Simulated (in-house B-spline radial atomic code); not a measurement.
A run on neutral dysprosium that did not converge. Method: scalar-relativistic (X2C) BHandHLYP, spin-polarised, spherical fractional occupations, Fermi nucleus of rms radius 5.2218 fm; computed with an all-electron radial atomic-structure program (B-spline basis).

Command:
```bash
python run_scf.py task.json out
```
Settings (nuclear radius in fm, mass in u):
```
Z                66
configuration    [Xe] 4f10 6s2
hamiltonian      x2c
method           bhandhlyp
spin_polarised   True
nucleus          fermi
rms_radius       5.2218
atomic_mass      163.92918
speed_of_light   137.035999084
```

First and last ten iterations of the last attempt (damped for 15 steps, keeping 80 % of the old Fock matrix, then DIIS):
```
 iter        energy (Eh)    residual
    1      -12102.608276    7.79e-01
    2      -12112.452306    1.31e+00
    3      -12133.572265    8.61e-01
    4      -12145.110704    5.40e-01
    5      -12151.042630    3.55e-01
    6      -12153.893433    2.35e-01
    7      -12155.178520    1.60e-01
    8      -12155.735676    1.08e-01
    9      -12155.981190    7.13e-02
   10      -12156.098419    4.76e-02
  111      -12156.235144    1.41e-02
  112      -12156.234663    1.43e-02
  113      -12152.585379    1.77e-01
  114      -12152.585019    1.78e-01
  115      -12152.586532    1.77e-01
  116      -12152.586662    1.77e-01
  117      -12152.587630    1.77e-01
  118      -12152.587872    1.77e-01
  119      -12152.588292    1.77e-01
  120      -12152.589522    1.77e-01
 not converged after 120 iterations
```

The smallest residual met was 1.1e-02; the threshold is about 7e-07. No energy from this run should be used. Time taken, with all properties: 9.8 s on 1 thread of Arm Neoverse N1 (shared host).
